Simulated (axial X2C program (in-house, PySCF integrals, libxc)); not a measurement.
Which molecule has these constants?

Computed with an in-house all-electron X2C program for linear molecules (integrals from PySCF), spin-free (one-electron X2C) or two-component (2c: spin–orbit coupling with atomic mean-field Coulomb and Gaunt terms, which also bring small scalar terms), in Dyall basis sets with cores contracted in-house; open shells are unrestricted.

A two-component CCSD(T) calculation in a Dyall 3-zeta basis gave Re = 3.046 Å, ωe = 114.0 cm⁻¹, De = 0.34 eV, Ω = 1/2.

Which molecule is it?
A. NaCu⁺
B. NaAg⁺
C. NaAu⁺

C. The others have NaAg⁺ 3.154 Å and 109.1 cm⁻¹ (Ω = 1/2); NaCu⁺ 3.066 Å and 114.1 cm⁻¹ (Ω = 1/2).

Frozen shells (counts by l): NaAu⁺ Au 5s4p2d1f, Na 2s1p, 11 electrons correlated; NaAg⁺ Ag 4s3p1d, Na 2s1p, 11 electrons correlated; NaCu⁺ Cu 3s2p, Na 2s1p, 11 electrons correlated. Coupled cluster in natural virtuals with an MP2 remainder. Where the outer core of a metal is frozen, bonds come out longer and ionisation energies lower.

Each entry is the lowest single determinant of a limited PBE0 search at one distance. De goes to single-determinant-based atoms at the same level (for ions the charge split of lowest energy) and is withheld (n/a) where an atom does not fit its ground term or J level. Main or longest-lived isotopes.
